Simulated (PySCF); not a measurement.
Hf(I)2(NH2)2 (H4HfI2N2), SMILES [I][Hf]([NH2])([NH2])[I], multiplicity 1.

Geometry optimised at B3LYP-D3(BJ)/def2-SVP. The spin state was assumed, not searched. The def2 effective core potentials stand for the cores of Hf, I; spin–orbit coupling is left out. The values are those of a single conformer.

Calculation: TDDFT-PBE/def2-SVPD in PySCF.

Vertical excitations.  State labels are in the subgroup Cs.

| state | symmetry | energy (eV) | λ (nm) | f | main pairs |
|---|---|---|---|---|---|
| S1 | A' | 3.89 | 319 | 0.003 | HOMO→LUMO 99 % |
| S2 | A" | 4.09 | 303 | 0.015 | HOMO→LUMO+1 86 % |
| S3 | A" | 4.27 | 290 | 0.005 | HOMO−2→LUMO 73 %, HOMO−1→LUMO+1 25 % |
| S4 | A' | 4.29 | 289 | 0.010 | HOMO−1→LUMO 89 % |
| S5 | A' | 4.40 | 282 | 0.004 | HOMO−2→LUMO+1 95 % |
| S6 | A" | 4.43 | 280 | 0.002 | HOMO−3→LUMO 97 % |
| S7 | A" | 4.54 | 273 | 0.069 | HOMO−1→LUMO+1 56 %, HOMO−2→LUMO 13 %, HOMO−4→LUMO 10 % |
| S8 | A' | 4.70 | 264 | 0.011 | HOMO−3→LUMO+1 73 %, HOMO−5→LUMO 18 % |
| S9 | A" | 4.79 | 259 | 0.013 | HOMO−4→LUMO 83 % |
| S10 | A" | 4.83 | 257 | 0.008 | HOMO→LUMO+2 91 % |
| T1 | A' | 3.79 | 327 | 0 | HOMO→LUMO 99 % |
| T2 | A" | 3.89 | 319 | 0 | HOMO→LUMO+1 97 % |
| T3 | A' | 4.03 | 307 | 0 | HOMO−1→LUMO 94 % |
| T4 | A" | 4.09 | 303 | 0 | HOMO−2→LUMO 92 % |
Triplets are in the Tamm–Dancoff approximation, which puts them higher than full response would, so one can lie above its singlet here.
